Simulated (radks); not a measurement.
Values are calculated unless marked as measured or tabulated.
Excited configurations of the lutetium ion Lu2+: one electron is placed in a higher orbital outside [Xe] 4f14. The ground configuration is [Xe] 4f14 6s1. Level of theory: Dirac Kohn-Sham, BLYP, spin-unpolarised, spherical densities, finite nucleus; open shells are shared between the two j in proportion to 2j + 1; Fermi nuclear charge, rms radius 5.37 fm (a radial shooting solver on a logarithmic mesh with Libxc functionals). Excitation = E - E(ground); binding = E(ion) - E, where the ion is the core of charge +3; n* = 3/sqrt(2 binding) in atomic units, and the quantum defect is n - n*. Eigenvalue and <r> are those of j = l + 1/2.

| outer orbital | excitation (eV) | binding (eV) | n* | quantum defect | <r> (bohr) |
|---|---|---|---|---|---|
| 5d | 1.260 | 20.007 | 2.474 | 2.526 | 2.314 |
| 5f | 13.423 | 7.844 | 3.951 | 1.049 | 5.665 |
| 6p | 5.396 | 15.870 | 2.778 | 3.222 | 3.805 |
| 7s | 10.637 | 10.630 | 3.394 | 3.606 | 5.957 |
| 7p | 12.528 | 8.739 | 3.743 | 3.257 | 7.004 |
| 7d | 15.173 | 6.094 | 4.483 | 2.517 | 9.381 |
| 7f | 17.433 | 3.834 | 5.651 | 1.349 | 14.50 |

The Delta-SCF ionisation energy is 21.267 eV (NIST Atomic Spectra Database: 20.959 eV, measured). Self-interaction in the functional shifts the binding energies and quantum defects, so they are the method's values and not measured ones. Spin polarisation and multiplet splitting are left out, so open shells lie too high by an amount that depends on their filling.

Beside tabulated values, note that spin-unpolarised runs miss the spin-polarisation part of the exchange energy of open shells.
